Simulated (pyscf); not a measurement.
Cl–Bi=Te (SMILES [Cl][Bi]=[Te]), singlet

Gas-phase minimum from PySCF at ωB97X-D3(BJ)/def2-SVP, one conformer. 

```
Bi
Cl 1 2.4719
Te 1 2.5652 2 105.00
```
Charge 0, spin multiplicity 1.

Properties at ωB97X-D3(BJ)/def2-SVP:

```yaml
harmonic_wavenumbers_unscaled: 91, 259, 339 cm⁻¹
zero_point_energy: 1.0 kcal/mol
rotational_symmetry_number: 1
Entropy of this conformer at 298 K and 1 atm, rigid rotor and harmonic oscillator, modes under 100 cm⁻¹ raised to 100: 333.0 J/(mol K)
dipole_moment: 3.45 D
```

Single-point totals, which compare only within one level (frozen core for MP2 and CC):

```csv
level,total energy (hartree)
ωB97X-D3(BJ)/def2-TZVP,-943.11296
PBE/def2-TZVP,-942.80007
r²SCAN/def2-TZVP,-943.13481
B3LYP-D3(BJ)/def2-TZVP,-943.14420
PBE0-D3(BJ)/def2-TZVP,-942.82324
M06-2X/def2-TZVP,-942.71753
ωB97M-D3(BJ)/def2-TZVP,-943.07857
HF/def2-TZVPP,-940.14547
MP2/def2-TZVPP,-941.22113
CCSD/def2-TZVPP,-941.17111
CCSD(T)/def2-TZVPP,-941.20736
```

The CCSD(T) − MP2 part came from Ansatz, without density fitting, on the same reference. The frozen core leaves the outer d or s,p core shells of the metals and heavy elements correlated in the MP2 and CC values, and def2-TZVPP describes them poorly, so these totals are far from the basis limit. Elements past Kr carry the def2 core potentials, without spin-orbit coupling.
